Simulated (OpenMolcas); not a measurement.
## Co2+: moving the ligands

Co2+ with 6 ligands (bromide) in octahedral coordination (Oh) at 2.65 Å. A charge of +0.667 e stands 2.4 Å behind each ligand. Ligand basis ANO-RCC-VDZP.

```yaml
Program: OpenMolcas
Method: CASSCF
Basis: ANO-RCC-VDZP [5s4p2d1f]
Scalar_Hamiltonian: DKH2, point nucleus
Active_space: 7 electrons in 5 orbitals (3d)
State_averaging: 2S+1 = 4 even, 10 roots; 2S+1 = 2 even, 40 roots
Spin-orbit_coupling: state interaction with AMFI integrals over the reference wave functions
```

Runs around this geometry, states (labels of O, the rotations of Oh). Energies in cm-1 above the lowest state or level, χT in cm3 K/mol; under a threefold ground state the first gap can be a small split of the lowest multiplet, not the spin-orbit step; 10Dq and B are least-squares fits to the states below 45000 cm-1, weighted by degeneracy, with a free offset, and given where the rms deviation is under 5 % of |10Dq| (or 100 cm-1) and under 700 cm-1.

```csv
R (Å),Ground state,First state of that spin,10Dq,B (rms of fit),First gap with spin-orbit (degeneracies),χT at 300 K,First state of another spin
2.51,4T1,4T2 3605,4444,1167 (111),"341.4 (2, 4)",3.795,2E 16515
2.65,4T1,4T2 2431,3008,1186 (70),"320.8 (2, 4)",4.039,2E 17779
2.71,4T1,4T2 2059,2556,1191 (67),"308.2 (2, 4)",4.155,2E 18105
```

Taking |10Dq| as R^-n, n = -ln(2556 / 4444) / ln(2.71 / 2.51) = 7.2 between the shortest and longest distance. The point-charge formula for a cubic d site gives n = 5.

An orbital triplet at a regular site is open to Jahn-Teller coupling, which can distort the site and quench the lowest spin-orbit gaps and is left out. Without dynamic correlation the repulsion within the d shell is too large (B by tens of per cent), so at a given field states of lower spin stand too high. Ligand-to-metal charge-transfer states are missing. With no ligand orbital active B as a rule stays too high, so bands that hang on it stand too high and its fall with covalency is understated. With metal d orbitals alone and no dynamic correlation the field as a rule comes out too small, by tens of per cent, by up to half for chloride and softer ligands, and with too little covalency χT stands high. No measured value stands beside these numbers; the geometry is a model, was not optimised and need not be the one that this ion takes.
